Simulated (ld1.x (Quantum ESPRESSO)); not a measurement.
PBE ultrasoft dataset for H, scalar-relativistic all-electron reference.

H, ultrasoft, made with ld1.x (Quantum ESPRESSO) 7.5 (PBE, scalar-relativistic). Core none, reference 1s1. Waves: 1s (bound): rcut 0.70, rcutus 0.80 bohr; 1s channel at 0.3 Ry: rcut 0.70, rcutus 0.80 bohr; 2p channel at 0.15 Ry: rc 0.60 bohr. Local part: the p channel. Core correction: none. Augmentation charge: PSQ, radius 0.55 bohr.

- Cutoffs needed: 25 Ry and 50 Ry (the cutoffs (Ry, on a coarse ladder) from which the occupation-weighted sum of valence levels, in a spherical-Bessel basis at the reference potential, stays within 10 and 1 mRy of its value at 400 Ry)
- Ghost test: no extra level below or beside the all-electron valence levels (s, p, d, f tested) (spherical-Bessel basis up to 400 Ry, 20 bohr box)
- Lowest eigenvalue of the overlap operator: 0.99 (s channel)
- Density cutoff estimated by the generator: 713 Ry
